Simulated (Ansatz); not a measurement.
Mulliken charges of CH3Cl3NNb, SMILES `C[N]=[Nb]([Cl])([Cl])[Cl]` from r2SCAN/def2-TZVPP in Ansatz (PBE0-D4/def2-TZVP geometry).

```tsv
atom	x (Å)	y (Å)	z (Å)	charge (e)
C1	0.245	-1.319	0.949	-0.018
N2	0.043	-0.183	0.126	-0.538
Nb3	-0.205	1.199	-0.874	1.251
Cl4	-1.945	0.672	-2.266	-0.306
Cl5	1.758	1.529	-2.005	-0.306
Cl6	-0.705	2.927	0.543	-0.306
H7	-0.653	-1.525	1.539	0.074
H8	0.469	-2.198	0.337	0.074
H9	1.081	-1.149	1.634	0.074
```

Q: By hand: the dipole of these point charges (1 e Å = 4.8032 D).

A: Σ q r = (0.055, -0.308, 0.222) e Å, of length 0.384 e Å = 1.84 D.

Q: How does the dipole of the full density compare? (Best estimate.)

A: Computed: (0.077, -0.430, 0.312) e Å, 2.58 D; the point charges give 0.71 times that, at 0° from its direction.

Point charges leave out the atoms' own dipoles, such as those of lone pairs, and Mulliken's split depends on the basis, so the two needn't agree.
